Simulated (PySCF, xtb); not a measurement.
SiF2ClBr, SMILES Cl[Si](Br)(F)F.

Harmonic wavenumbers (cm⁻¹) from GFN2-xTB in xtb at its own minimum, in rising order: 117, 146, 199, 210, 239, 435, 607, 871, 907.

### Question
What does PBE0-D3(BJ)/def2-SVP (PySCF) give at its own minimum? (An estimate is asked for; the answer gives what the named calculation found.)

### Answer
143, 185, 252, 259, 300, 454, 635, 913, 996. Paired by order, the mean absolute difference is 45 cm⁻¹ and the zero-point energies are 5.3 and 5.9 kcal/mol.
